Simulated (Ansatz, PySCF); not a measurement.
Gas-phase reaction in SMILES: O=[SiH2] [oxosilane] + H+ -> [OH+]=[SiH2]
Structures are relaxed separately at B3LYP-D3(BJ)/def2-TZVP in Ansatz (a first-principles code). Frequencies are from Ansatz or PySCF.

Quantity: proton affinity (enthalpy at 298 K, with B3LYP-D3(BJ) rigid-rotor harmonic-oscillator terms), positive where the reaction releases energy, in kJ/mol. Correlated levels leave the core frozen unless marked. Spin-orbit coupling is left out. No relativistic terms. CBS marks a two-point X^-3 extrapolation of the correlation energy; Hartree-Fock from the larger set.

```json
[
 {"level": "HF-D3(BJ)/def2-TZVPD", "program": "PySCF + dftd3", "proton affinity (kJ/mol)": "899.1"},
 {"level": "BLYP/def2-TZVPD", "program": "Ansatz", "proton affinity (kJ/mol)": "824.1"},
 {"level": "BP86-D3(BJ)/def2-TZVPD", "program": "PySCF + dftd3", "proton affinity (kJ/mol)": "828.3"},
 {"level": "BP86-D4/def2-TZVPD", "program": "PySCF + dftd4", "proton affinity (kJ/mol)": "825.8"},
 {"level": "LC-wPBE/def2-TZVPD", "program": "Ansatz", "proton affinity (kJ/mol)": "852.6"},
 {"level": "SCS-MP2/STO-3G", "program": "Ansatz", "proton affinity (kJ/mol)": "1114.4"},
 {"level": "CCSD/6-31G*", "program": "Ansatz", "proton affinity (kJ/mol)": "839.7"},
 {"level": "CCSD(T)/CBS(def2-TZVPPD,def2-QZVPPD)", "program": "Ansatz", "proton affinity (kJ/mol)": "?"}
]
```

Question: Fill in the missing entries.

Answer: 
- CCSD(T)/CBS(def2-TZVPPD,def2-QZVPPD), proton affinity (kJ/mol): 843.8
